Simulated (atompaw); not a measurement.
# Before and after: PAW (atompaw) potential for Dy

Dy (Z = 66), PAW, made with atompaw 4.2.0.5 (LDA (PW92), scalar-relativistic). Core [Kr] 4d10, reference 4f10 5s2 5p6 5d1 6s1 6p0. Waves: 5s (bound); 6s (bound); 5p (bound); 6p (bound, empty); 5d (bound); 5d channel at 0.45 Ry; 4f (bound); 4f channel at 1.2 Ry. Local part: troulliermartins scheme with l = 4 at 0.5 Ry, radius 2.35 bohr. Core correction: smooth core density matched at 2.50 bohr. Augmentation charge: sinc compensation charge, radius 2.75 bohr; PAW radius 3.00 bohr; waves and projectors: bloechl.

All-electron outer shells of the reference configuration (LDA (PW92), scalar-relativistic, ld1.x):

```
shell  level (eV)  outermost node (bohr)  outermost maximum (bohr)
   4p     -290.28                   0.28                      0.51
   4d     -152.14                   0.26                      0.53
   5s      -48.23                   0.63                      1.16
   5p      -24.70                   0.67                      1.33
   6s       -3.70                   1.58                      3.44
   4f       -2.57                      –                      0.54
   6p       -1.19                   1.94                      5.00
   5d       -1.01                   0.76                      2.22
```

Change: local potential troulliermartins scheme with l = 4 at 0.5 Ry, radius 1.56 bohr.

Cutoffs: the cutoffs (Ry, on a coarse ladder) from which the occupation-weighted sum of valence levels, in a spherical-Bessel basis at the reference potential, stays within 10 and 1 mRy of its value at 400 Ry; they do not see the model core or the augmentation charge, which bear on the density cutoff.

**Question.** What does the change do?

**Answer.** The potential gets harder (35 Ry and 45 Ry → 110 Ry and 140 Ry); a bound ghost appears in s, which as a rule spoils a file; the range in which the s phases agree narrows (upper end 2.1 → 0.0); the range in which the p phases agree narrows (upper end 4.2 → 0.6). A state that the projectors do not describe sees the local part alone, so a deeper or shallower local part can create or remove a ghost.

```csv
quantity,base,changed
"cutoff, loose",35 Ry,110 Ry
"cutoff, tight",45 Ry,140 Ry
loose cutoff by channel (10 mRy a level),"s 15 Ry, p 18 Ry, d 10 Ry, f 25 Ry","s 90 Ry, p 60 Ry, d 12 Ry, f 50 Ry"
bound ghosts,none,s
s: phases at 3.00 bohr within 0.05 rad from the reference energy up to (Ry; the scan ends near 5),2.1,0.0
p: phases at 3.00 bohr within 0.05 rad from the reference energy up to (Ry; the scan ends near 5),4.2,0.6
d: phases at 3.00 bohr within 0.05 rad from the reference energy up to (Ry; the scan ends near 5),1.3,0.8
f: phases at 3.00 bohr within 0.05 rad from the reference energy up to (Ry; the scan ends near 5),4.0,4.2
lowest overlap eigenvalue by channel,"s 0.41, p 0.70, d 0.02, f 1.00","s 0.02, p 0.10, d 0.01, f 0.97"
```

 A true bound ghost makes a file unfit for plane-wave use even where its test errors are small: the radial tests pick states by their node count and pass the ghost by. The cutoffs see the waves, projectors and local potential, not the compensation charge or the core.
